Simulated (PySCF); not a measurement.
# Basis-set dependence of population analyses: `FB[SiH2]B(F)F`

Compound: B2F3H3Si.
Bonds: F1–B2, B2–Si3, Si3–B4, B4–F5, B4–F6. Hydrogens: H7 on B2; H8, H9 on Si3.

PBE0 throughout (PySCF), one geometry, spherical d and f functions. Geometry: PBE0-D3(BJ)/def2-SVP, one conformer, isolated molecule. Atoms taken as equivalent share a column and are averaged.

Mulliken charges (e):

```tsv
basis	functions	F1	B2	Si3	B4	F5/F6	H7	H8/H9
STO-3G	37	-0.083	+0.094	+0.330	+0.194	-0.116	-0.062	-0.120
6-31G	64	-0.289	+0.281	+0.262	+0.509	-0.291	-0.032	-0.073
pcSseg-0	64	-0.289	+0.303	-0.124	+0.622	-0.299	+0.026	+0.029
6-31G*	94	-0.233	+0.263	+0.066	+0.502	-0.247	-0.024	-0.040
cc-pVDZ	103	-0.075	+0.188	-0.106	+0.255	-0.086	-0.053	-0.018
def2-SVP	103	-0.083	+0.182	-0.067	+0.249	-0.089	-0.043	-0.030
aug-cc-pVDZ	169	-0.361	-0.027	-1.030	+1.059	-0.404	+0.518	+0.325
6-311+G(2d,p)	188	-0.253	+0.238	+0.136	+0.555	-0.307	+0.022	-0.042
def2-TZVP	210	-0.194	+0.217	-0.074	+0.471	-0.214	+0.011	-0.001
cc-pVTZ	226	-0.156	+0.198	-0.079	+0.387	-0.162	-0.008	-0.009
IGLO-III	249	-0.321	+0.360	+0.350	+0.591	-0.330	-0.058	-0.132
```

IAO charges (e):

```tsv
basis	functions	F1	B2	Si3	B4	F5/F6	H7	H8/H9
STO-3G	37	-0.121	+0.032	+0.421	+0.218	-0.153	-0.015	-0.114
6-31G	64	-0.260	+0.195	+0.219	+0.491	-0.283	+0.011	-0.045
pcSseg-0	64	-0.238	+0.192	+0.140	+0.485	-0.266	+0.011	-0.029
6-31G*	94	-0.271	+0.211	+0.301	+0.522	-0.297	-0.006	-0.081
cc-pVDZ	103	-0.269	+0.203	+0.295	+0.512	-0.293	0.000	-0.078
def2-SVP	103	-0.266	+0.207	+0.296	+0.512	-0.291	-0.004	-0.081
aug-cc-pVDZ	169	-0.280	+0.210	+0.304	+0.523	-0.302	+0.002	-0.077
6-311+G(2d,p)	188	-0.283	+0.210	+0.325	+0.525	-0.305	+0.001	-0.084
def2-TZVP	210	-0.284	+0.213	+0.326	+0.532	-0.307	0.000	-0.086
cc-pVTZ	226	-0.282	+0.215	+0.312	+0.533	-0.306	-0.001	-0.083
IGLO-III	249	-0.284	+0.211	+0.330	+0.529	-0.307	0.000	-0.086
```

Hirshfeld charges (e):

```
        basis  functions      F1      B2     Si3      B4   F5/F6      H7   H8/H9
       STO-3G         37  -0.019  +0.097  +0.177  +0.124  -0.060  -0.087  -0.086
        6-31G         64  -0.106  +0.161  +0.151  +0.212  -0.124  -0.051  -0.060
     pcSseg-0         64  -0.102  +0.165  +0.161  +0.218  -0.126  -0.062  -0.064
       6-31G*         94  -0.100  +0.161  +0.155  +0.213  -0.120  -0.056  -0.067
      cc-pVDZ        103  -0.096  +0.154  +0.170  +0.201  -0.117  -0.060  -0.068
     def2-SVP        103  -0.103  +0.161  +0.175  +0.215  -0.124  -0.060  -0.070
  aug-cc-pVDZ        169  -0.120  +0.168  +0.178  +0.228  -0.135  -0.053  -0.065
6-311+G(2d,p)        188  -0.128  +0.176  +0.180  +0.240  -0.141  -0.054  -0.066
    def2-TZVP        210  -0.122  +0.172  +0.174  +0.235  -0.137  -0.054  -0.066
      cc-pVTZ        226  -0.117  +0.170  +0.170  +0.231  -0.133  -0.056  -0.066
     IGLO-III        249  -0.126  +0.174  +0.177  +0.239  -0.141  -0.055  -0.064
```

Some averages cover members that differ in this geometry, most widely: F5/F6, Mulliken in aug-cc-pVDZ -0.427 to -0.381 e.

Task: Which scheme is steadiest as the basis changes?

Result: Largest range over the bases for any column: Hirshfeld 0.12 e, IAO 0.32 e, Mulliken 1.38 e. Hirshfeld charges move least and Mulliken charges most, counted in e. Without the minimal STO-3G basis the ranges are Hirshfeld 0.04, IAO 0.19, Mulliken 1.38 e.

Task: How much do the charges still move between the two largest bases, cc-pVTZ and IGLO-III?

Result: At most, over all atoms: Mulliken 0.429 e, IAO 0.018 e, Hirshfeld 0.009 e.

Task: What do the same runs give for the total energy, the frontier levels and the dipole moment?

Result: 
```json
{"basis": "STO-3G", "energy (Eh)": "-631.9468", "HOMO (eV)": "-4.77", "LUMO (eV)": "2.37", "μ (D)": "0.39"}
{"basis": "6-31G", "energy (Eh)": "-640.0517", "HOMO (eV)": "-8.34", "LUMO (eV)": "-1.93", "μ (D)": "1.29"}
{"basis": "pcSseg-0", "energy (Eh)": "-639.0460", "HOMO (eV)": "-8.61", "LUMO (eV)": "-2.18", "μ (D)": "1.05"}
{"basis": "6-31G*", "energy (Eh)": "-640.1573", "HOMO (eV)": "-8.02", "LUMO (eV)": "-1.74", "μ (D)": "0.78"}
{"basis": "cc-pVDZ", "energy (Eh)": "-640.1957", "HOMO (eV)": "-8.15", "LUMO (eV)": "-1.98", "μ (D)": "0.92"}
{"basis": "def2-SVP", "energy (Eh)": "-639.8271", "HOMO (eV)": "-8.22", "LUMO (eV)": "-2.04", "μ (D)": "0.91"}
{"basis": "aug-cc-pVDZ", "energy (Eh)": "-640.2199", "HOMO (eV)": "-8.29", "LUMO (eV)": "-2.18", "μ (D)": "1.14"}
{"basis": "6-311+G(2d,p)", "energy (Eh)": "-640.3127", "HOMO (eV)": "-8.33", "LUMO (eV)": "-2.23", "μ (D)": "1.21"}
{"basis": "def2-TZVP", "energy (Eh)": "-640.3495", "HOMO (eV)": "-8.27", "LUMO (eV)": "-2.18", "μ (D)": "1.12"}
{"basis": "cc-pVTZ", "energy (Eh)": "-640.3338", "HOMO (eV)": "-8.26", "LUMO (eV)": "-2.13", "μ (D)": "1.06"}
{"basis": "IGLO-III", "energy (Eh)": "-640.3565", "HOMO (eV)": "-8.29", "LUMO (eV)": "-2.20", "μ (D)": "1.15"}
```

The dipole is fixed by the density alone, so its range of 0.90 D shows that the density itself changes with the basis, not only its division among atoms.
